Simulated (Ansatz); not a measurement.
C3H7FOSi, SMILES `C/C([SiH3])=C(/O)F`, relaxed with RKS PBE0-D4/def2-TZVP in Ansatz 0.2.0 from a PBE-D4/def2-SVP geometry. The force threshold is 0.005 eV/Å; the program also tests the step.

Charge 0, multiplicity 1.

Start:

```xyz
13

C     0.420   -0.057   -1.660
C     0.162   -0.135   -0.171
Si   -1.070    1.035    0.592
C     0.815   -1.043    0.602
O     0.724   -1.266    1.921
F     1.705   -1.897    0.088
H    -0.510   -0.217   -2.246
H     0.816    0.939   -1.957
H     1.155   -0.818   -1.986
H    -0.665    2.479    0.448
H    -1.170    0.738    2.078
H    -2.448    0.881    0.005
H     0.065   -0.636    2.285
```

| step | energy (eV) | largest force (eV/Å) | largest move (Å) |
| --- | --- | --- | --- |
| 1 | -15857.8145 | 0.763 | 0.000 |
| 2 | -15857.8681 | 0.218 | 0.030 |
| 3 | -15857.8736 | 0.042 | 0.018 |
| 4 | -15857.8740 | 0.021 | 0.009 |
| 5 | -15857.8741 | 0.009 | 0.007 |
| 6 | -15857.8741 | 0.006 | 0.003 |
| 7 | -15857.8741 | 0.003 | 0.002 |
| 8 | -15857.8741 | 0.004 | 0.005 |
| 9 | -15857.8741 | 0.004 | 0.006 |

End:

```xyz
13

C     0.415   -0.050   -1.641
C     0.161   -0.138   -0.160
Si   -1.060    1.027    0.587
C     0.802   -1.036    0.593
O     0.720   -1.272    1.900
F     1.683   -1.883    0.083
H    -0.504   -0.214   -2.212
H     0.792    0.939   -1.921
H     1.146   -0.788   -1.970
H    -0.652    2.445    0.400
H    -1.167    0.773    2.059
H    -2.415    0.856   -0.002
H     0.077   -0.660    2.284
```

Hardware: 2 threads of an AMD EPYC 7R13 on a shared host and a share of an NVIDIA H100 80 GB. Wall time 20 s, peak host memory 0.86 GiB.
